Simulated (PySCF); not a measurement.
**Dipole moment and polarisability of `F[SiH2]C([SiH3])[SiH3]`**

CH9FSi3.
Geometry (GFN2-xTB, Å), atoms numbered from 1 in this order:
```
atom  x, y, z in Å
F1    -1.0620   -1.4685    1.6743
Si2   -1.1786   -1.3755    0.0690
C3    -0.0305    0.0133   -0.5053
Si4   -0.6063    1.7215    0.1153
Si5    1.7925   -0.3402   -0.0700
H6    -2.5924   -1.1121   -0.1694
H7    -0.7732   -2.6945   -0.4001
H8    -0.0903    0.0411   -1.5972
H9    -1.9863    1.9600   -0.3260
H10    0.2532    2.7585   -0.4656
H11   -0.5398    1.7913    1.5740
H12    1.9768   -0.3989    1.3789
H13    2.1978   -1.6165   -0.6717
H14    2.6385    0.7199   -0.6285
```

Level: CAM-B3LYP/def2-SVPD (PySCF), static field, nuclei fixed, core orbitals frozen in the response. The polarisability tensor in these axes (au):

```
x   97.44 -0.62 -1.18
y   -0.62 97.19  0.66
z   -1.18  0.66 77.25
```

Task: What are the eigenvalues, a third of the trace, and Δα (Δα² = ½Σ(αi − αj)² over the three pairs)?

Result: Principal values 77.16, 96.68 and 98.04 au; mean 90.63 au = 13.43 Å³ = 14.94 × 10⁻⁴⁰ C²·m²/J; Δα = 20.23 au (22 % of the mean).

Task: What is the dipole moment, and where does it point?

Result: (0.07, 0.35, -1.96) D, 2.00 D in size, pointing from the negative to the positive side. Measured along this direction, the outermost atoms are F1 at the negative end and H8 at the positive end.

Task: Molar refractivity from α?

Result: Lorentz–Lorenz: R = (4π/3)N_A α = 2.5225 cm³/(mol·Å³) × 13.43 Å³ = 33.9 cm³/mol, in the limit of long wavelengths.

Task: In TDDFT the mean static polarisability is Σ f/ω² over all singlet excitations (ω in hartree). How much of it do the 8 lowest give? Their energies (eV) and oscillator strengths: 7.55, 0.0542; 7.60, 0.0060; 8.00, 0.0142; 8.03, 0.0386; 8.38, 0.0156; 8.62, 0.0430; 8.63, 0.0072; 8.68, 0.1056.

Result: They add up to 3.09 au, 3.4 % of the 90.63 au; the largest single term is 1.04 au, from the state at 8.68 eV. Terms in order: 0.70, 0.08, 0.16, 0.44, 0.16, 0.43, 0.07, 1.04 au. Higher excitations give the rest. The strengths listed sum to 0.284.

Task: Refractivity n − 1 of an ideal gas of it at 500 K and 1 atm, from the electronic α?

Result: N = p/kT = 1.4678 × 10¹⁹ cm⁻³, so n − 1 = 2π × N × 13.43 × 10⁻²⁴ cm³ = 1239 × 10⁻⁶ at long wavelengths.

Task: Orientational against electronic polarisability at 250 K (dilute gas, rigid molecules)?

Result: In Gaussian units μ²/3kT = 38.47 Å³ against 13.43 Å³, a ratio of 2.86; the Debye molar polarisation (4π/3)N_A(α + μ²/3kT) is 130.9 cm³/mol, leaving out the vibrational part.

Isolated species at its GFN2-xTB geometry (one conformer only).
